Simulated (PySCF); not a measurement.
C$_{5}$H$_{9}$O$_{2}$ (SMILES CC(=O)C=C(C)[OH2+]), charge +1, singlet, geometry from GFN2-xTB. Base run: SVWN5/STO-3G in PySCF.

Geometry (Å):
```xyz
16

C      2.6446    -0.0701    -0.5042
C      1.2777    -0.5143    -0.1097
O      0.9750    -1.6346     0.1935
C      0.2631     0.6122    -0.1224
C     -1.0213     0.4138     0.1005
C     -1.7879    -0.7968     0.4048
O     -1.9431     1.6082    -0.0170
H      3.0087     0.6838     0.1924
H      2.6232     0.3750    -1.4978
H      3.3229    -0.9188    -0.5021
H      0.6619     1.5904    -0.3474
H     -2.5723    -0.9589    -0.3344
H     -2.2419    -0.7472     1.3951
H     -1.1046    -1.6479     0.3878
H     -1.4853     2.4658     0.1126
H     -2.7247     1.4999     0.5679
```
Charge +1, spin multiplicity 1.
All else is at PySCF's defaults.

Variants of this job, named by their change:

```json
[
 {"change": "base", "E (Eh)": "-338.75254", "HOMO (eV)": "-7.33", "HOMO-LUMO gap (eV)": "2.47", "core-seconds (rough)": "8", "outcome": "converged"},
 {"change": "functional = blyp", "E (Eh)": "-341.48126", "HOMO (eV)": "-7.38", "HOMO-LUMO gap (eV)": "2.58", "core-seconds (rough)": "10", "outcome": "converged"},
 {"change": "functional = wb97x_v", "E (Eh)": "-", "HOMO (eV)": "-", "HOMO-LUMO gap (eV)": "-", "core-seconds (rough)": "-", "outcome": "cut at the time limit"},
 {"change": "functional = scan", "E (Eh)": "-341.55490", "HOMO (eV)": "-7.76", "HOMO-LUMO gap (eV)": "2.96", "core-seconds (rough)": "20", "outcome": "converged"},
 {"change": "functional = m06", "E (Eh)": "-341.35894", "HOMO (eV)": "-9.01", "HOMO-LUMO gap (eV)": "5.03", "core-seconds (rough)": "20", "outcome": "converged"},
 {"change": "functional = pbe", "E (Eh)": "[?]", "HOMO (eV)": "[?]", "HOMO-LUMO gap (eV)": "[?]", "core-seconds (rough)": "20", "outcome": "converged"},
 {"change": "functional = tpssh", "E (Eh)": "-341.74820", "HOMO (eV)": "-8.28", "HOMO-LUMO gap (eV)": "3.86", "core-seconds (rough)": "20", "outcome": "converged"},
 {"change": "functional = pw6b95", "E (Eh)": "-342.09824", "HOMO (eV)": "-9.41", "HOMO-LUMO gap (eV)": "5.60", "core-seconds (rough)": "20", "outcome": "converged"},
 {"change": "functional = pbe0; dispersion = d4", "E (Eh)": "-341.32729", "HOMO (eV)": "-9.13", "HOMO-LUMO gap (eV)": "5.34", "core-seconds (rough)": "10", "outcome": "converged"},
 {"change": "functional = blyp; dispersion = d3bj", "E (Eh)": "-341.50746", "HOMO (eV)": "-7.38", "HOMO-LUMO gap (eV)": "2.58", "core-seconds (rough)": "10", "outcome": "converged"},
 {"change": "functional = m06l", "E (Eh)": "[?]", "HOMO (eV)": "[?]", "HOMO-LUMO gap (eV)": "[?]", "core-seconds (rough)": "20", "outcome": "converged"},
 {"change": "functional = hf", "E (Eh)": "[?]", "HOMO (eV)": "[?]", "HOMO-LUMO gap (eV)": "[?]", "core-seconds (rough)": "1", "outcome": "converged"},
 {"change": "functional = lc_wpbe", "E (Eh)": "-341.45733", "HOMO (eV)": "-11.85", "HOMO-LUMO gap (eV)": "10.45", "core-seconds (rough)": "30", "outcome": "converged"}
]
```

Task: Fill in the missing entries.

Result: 
- functional = pbe, E (Eh): -341.25177
- functional = pbe, HOMO (eV): -7.45
- functional = pbe, HOMO-LUMO gap (eV): 2.54
- functional = m06l, E (Eh): -341.58120
- functional = m06l, HOMO (eV): -7.65
- functional = m06l, HOMO-LUMO gap (eV): 2.73
- functional = hf, E (Eh): -339.69478
- functional = hf, HOMO (eV): -13.65
- functional = hf, HOMO-LUMO gap (eV): 14.47

Absolute energies of different levels of theory aren't comparable as measures of quality.
